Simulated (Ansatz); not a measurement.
Breaking a bond: CH₃I, SMILES IC. The C1–I5 bond (C1 also carries H, H, H; I5 carries nothing else) is varied alone, starting from the PBE0/def2-TZVP, def2 effective core potentials past Kr optimised geometry.

Calculation: restricted PBE/def2-SVP, def2 effective core potentials past Kr (Ansatz, a first-principles code).

The batch members p0 to p7 hold the bond at 1.59, 1.72, 1.79, 1.91, 2.01, 2.04, 2.13, 2.18 Å.

Ansatz input:

Ansatz 0.2 input:
```yaml
# input.yaml
basis:
  gaussian: { orbitals: def2-svp }
hamiltonian:
  xc: pbe
batch:
  members: [p0.yaml, p1.yaml, p2.yaml, p3.yaml, p4.yaml, p5.yaml, p6.yaml, p7.yaml]

# p4.yaml, one of the 8 members of this batch
crystal:
  periodic: [false, false, false]
  atoms:
    - { symbol: C, position_ang: [0.0, 0.0, 0.0] }
    - { symbol: H, position_ang: [-0.89555848, -0.51704758, -0.33017892] }
    - { symbol: H, position_ang: [0.0, 1.03410402, -0.3301663] }
    - { symbol: H, position_ang: [0.89556039, -0.51704757, -0.33017461] }
    - { symbol: I, position_ang: [0.0, 0.0, 2.01] }
total_charge: 0
magnetization:
  spin_polarized: false
```

Lines of the output on each member:

```
Member 0: Total energy: -9177.99237883 eV, -337.2849988554 hartree
Member 1: Total energy: -9181.11350733 eV, -337.3996982120 hartree
Member 2: Total energy: -9182.15305479 eV, -337.4379008767 hartree
Member 3: Total energy: -9183.24738491 eV, -337.4781167669 hartree
Member 4: Total energy: -9183.70433364 eV, -337.4949093227 hartree
Member 5: Total energy: -9183.78418840 eV, -337.4978439312 hartree
Member 6: Total energy: -9183.90642177 eV, -337.5023359245 hartree
Member 7: Total energy: -9183.91418225 eV, -337.5026211173 hartree
```

The restricted form behind RKS-PBE keeps the bonding electrons paired and can't separate into open-shell fragments.
